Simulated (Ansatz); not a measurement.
Job for Ansatz (a quantum-chemistry and plane-wave program): R-B3LYP/def2-TZVPPD on BGeH7O (a complex), monomers drawn apart or pushed together. Files ending in .json are basis or fitting sets from the Basis Set Exchange.

Ansatz 0.2 input:
```yaml
crystal:
  periodic: [false, false, false]
  atoms:
    - {symbol: B, position_ang: [1.22284798, 0.28758192, 0.80215111]}
    - {symbol: Ge, position_ang: [-0.61922060, -0.01846758, -0.12897739]}
    - {symbol: H, position_ang: [2.03320530, -0.56622599, 0.58764307]}
    - {symbol: H, position_ang: [1.62735527, 1.41308246, 0.76436332]}
    - {symbol: H, position_ang: [-0.56440854, 0.02659387, -1.67015228]}
    - {symbol: H, position_ang: [-1.24588378, -1.39665935, 0.23701645]}
    - {symbol: H, position_ang: [-1.70654344, 1.01015974, 0.29427011]}
    - {symbol: O, position_ang: [1.05523286, 0.08454689, 2.70666011]}
    - {symbol: H, position_ang: [0.68415036, -0.79183363, 2.88200626]}
    - {symbol: H, position_ang: [0.41958383, 0.73952085, 3.02751442]}
basis:
  gaussian:
    orbitals: def2-TZVPPD.json
hamiltonian:
  xc: {name: B3LYP}
scf: {lower_state_search: off}
```

Output:

```
WARN ansatz: RAYON_NUM_THREADS=1 ignored (pool sized by the plan → 1); use --threads N
Functional definition: B3LYP
these checks for a lower state are left out or cut short: stability, starts, cluster_reference, orbital_swaps, neighbouring_geometries, increment
integrals: 0.17 GiB planned
1176 factors; their error is unknown
mean field: 1.47 GiB planned
mean field evaluation 1: about -59352.8314 eV, gradient 5.2e1 eV
mean field evaluation 2: about -59347.2840 eV, gradient 7.8e1 eV
mean field evaluation 4: about -59357.6451 eV, gradient 2.9e0 eV
mean field evaluation 8: about -59357.6671 eV, gradient 4.9e-2 eV
mean field evaluation 16: about -59357.8480 eV, gradient 2.2e-5 eV
mean field -59357.84802398 eV, -2181.3606806869 hartree, gradient 3.6e-6 eV, S^2 0.000000; 0 other end points of the search recorded, 0 dependent functions left out
reference -59357.84832669 eV, -2181.3606918113 hartree; 26, 26 occupied and 224, 224 virtual orbitals, 1176 factors
Total energy: -59357.84832669 eV, -2181.3606918113 hartree
Checks for a lower state left out: stability, starts, cluster_reference, orbital_swaps, neighbouring_geometries, increment
```

Self-consistency was reached.

Cost: roughly 8 core-seconds.
